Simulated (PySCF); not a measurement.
These 2 structures share the formula C6H10O. Level of theory: PBE0-D3(BJ)/def2-SVP geometry optimisation, gas phase (PySCF 2.14.0). One conformer each; no zero-point energy, no entropy. No frequencies were run at this level. Point groups hold within 0.08 Å.

Question: Rank from lowest to highest electronic energy at this level (kcal/mol).
A. `[OH:1][C@H:2]1[CH2:3][CH:4]=[CH:5][CH2:6][CH2:7]1` with H–O1–C2–C3 -64°, O1–C2–C3–C4 170°, C2–C3–C4–C5 -14°, C4–C5–C6–C7 -14°, C5–C6–C7–C2 45° (3-cyclohexen-1-ol)
B. `[CH2:1]=[CH:2][C:3](=[CH2:4])[CH2:5][O:6][CH3:7]` with C1–C2–C3–C4 180°, C2–C3–C5–O6 180°, C3–C5–O6–C7 180°

Answer: A (0.0), B (35.0).

As drawn, the lower has an O–H bond, which the higher lacks.

| SMILES | E (Eh) | E rel (kcal/mol) | dipole (D) | point group | A, B, C (MHz) |
| --- | --- | --- | --- | --- | --- |
| O[C@H]1CC=CCC1 | -309.29218 | 0.0 | 1.45 | C1 | 4603, 2362, 1673 |
| C=CC(=C)COC | -309.23635 | 35.0 | 1.20 | Cs | 4974, 1556, 1203 |

Q: How do the relative energies change in single points at PBE0/pcSseg-1 (no added dispersion term) on the same geometries?

A: 
| SMILES | PBE0-D3(BJ)/def2-SVP (kcal/mol) | PBE0/pcSseg-1 (kcal/mol) | shift |
| --- | --- | --- | --- |
| O[C@H]1CC=CCC1 | 0.0 | 0.0 | 0.0 |
| C=CC(=C)COC | 35.0 | 32.6 | -2.4 |

Each column counts from its own lowest isomer. The order is unchanged; the largest shift is 2.4 kcal/mol.
